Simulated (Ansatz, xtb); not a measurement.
C2H6ClFGe: 3 structures ranked

3 gas-phase structures of C2H6ClFGe, found in a search over its isomers (lower ones may exist). Each was relaxed with GFN2-xTB; where two conformers were screened, the lower at r2SCAN-D4/def2-SVP is listed:

A. `FC[CH2][GeH2][Cl]`, a singlet
B. `[CH3][Ge]([CH3])([F])[Cl]`, a singlet
C. `C[CH2][Ge@H]([F])[Cl]`, a singlet

**Question.** Estimate their order in r2SCAN-D4/def2-SVP energy at these geometries, lowest first.

**Answer.** Calculated order at r2SCAN-D4/def2-SVP: B (0.0), C (12.0), A (44.2) kcal/mol.

Energies above the lowest of each column, in kcal/mol; the last columns are at B3LYP-D3(BJ)/def2-SVP geometries:

| structure | GFN2-xTB | HF/STO-3G | r2SCAN-D4/def2-SVP | B3LYP-D3(BJ)/def2-SVP | CCSD(T)/def2-SVP + ΔMP2/def2-TZVPP |
| --- | --- | --- | --- | --- | --- |
| B | 0.0 | 0.0 | 0.0 | 0.0 | 0.0 |
| C | 0.3 | 12.4 | 12.0 | 10.9 | 13.5 |
| A | 30.6 | 21.9 | 44.2 | 42.9 | 48.4 |

Every level run on B puts it lowest or level with the lowest. Flexible structures stand in one conformer each, not always the lowest. The ΔMP2 step shifts differences by up to 4.8 kcal/mol, which makes them less sure. ΔMP2 is the change of the MP2 energy from the smaller to the larger basis.

Programs: Ansatz 0.2.0, xtb 6.7.1.
